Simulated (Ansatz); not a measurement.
`FBBF` + `[OH][GeH3]` → `FB[O][GeH3]` + `BF` at 600 K and 1 bar (cleavage of the B–B bond).

Gas-phase electronic energies from Ansatz, PBE0-D4/def2-TZVP geometries. CCSD(T)/CBS is the MP2 limit (def2-TZVPP, def2-QZVPP) plus CCSD(T) − MP2 in def2-TZVPP, frozen cores. This one scheme is used for every species. For Ge outer-core shells are correlated without core-valence functions, which leaves a few kJ/mol of doubt a bond. Scalar relativity is left out up to krypton. Each species was taken in one conformer, which may not be the lowest.

```json
{"species": "`FBBF`", "CCSD(T)/CBS energy (Eh)": "-250.44368", "H − E (kJ/mol)": "118.2", "S (J/(mol·K))": "345.1"}
{"species": "`[OH][GeH3]`", "CCSD(T)/CBS energy (Eh)": "-2153.69723", "H − E (kJ/mol)": "132.5", "S (J/(mol·K))": "324.6"}
{"species": "`FB[O][GeH3]`", "CCSD(T)/CBS energy (Eh)": "-2278.39547", "H − E (kJ/mol)": "165.6", "S (J/(mol·K))": "403.3"}
{"species": "`BF`", "CCSD(T)/CBS energy (Eh)": "-125.82039", "H − E (kJ/mol)": "83.0", "S (J/(mol·K))": "253.5"}
```

H − E and S are ideal-gas, rigid-rotor, harmonic terms from PBE0-D4/def2-TZVP, for one conformer and one mirror image of each species. 1 Eh = 2625.50 kJ/mol, R = 8.31446 J/(mol·K).

Task: By hand: ΔE, ΔH, ΔS and ΔG.

Result: ΔE = (-2278.39547) + (-125.82039) − (-250.44368) − (-2153.69723) = -0.07495 Eh = -196.8 kJ/mol. Δ(H − E) = 165.6 + 83.0 − 118.2 − 132.5 = -2.1, so ΔH = -198.9 kJ/mol. ΔS = 403.3 + 253.5 − 345.1 − 324.6 = -12.9 J/(mol·K). ΔG = -198.9 − 600 × (-12.9)/1000 = -191.2 kJ/mol.

Task: By hand: the equilibrium constant, and the temperature at which ΔG would vanish if ΔH and ΔS stayed fixed.

Result: log₁₀ K = −ΔG/(RT ln 10) = 16.6. ΔG = 0 at ΔH/ΔS = 15419 K, far beyond where these terms or the molecules hold.

The number of gas molecules stays the same, so ΔS is small and ΔH decides. A doubt of 5 kJ/mol in ΔE shifts log₁₀ K by 0.4 here. Other conformers and mirror images would add mixing entropy, several J/(mol·K) or more a flexible species. These are equilibria of isolated gas molecules and say nothing of rates. Largest T1 diagnostic: 0.014 (customary marks: 0.02 for closed shells, 0.045 for open ones).
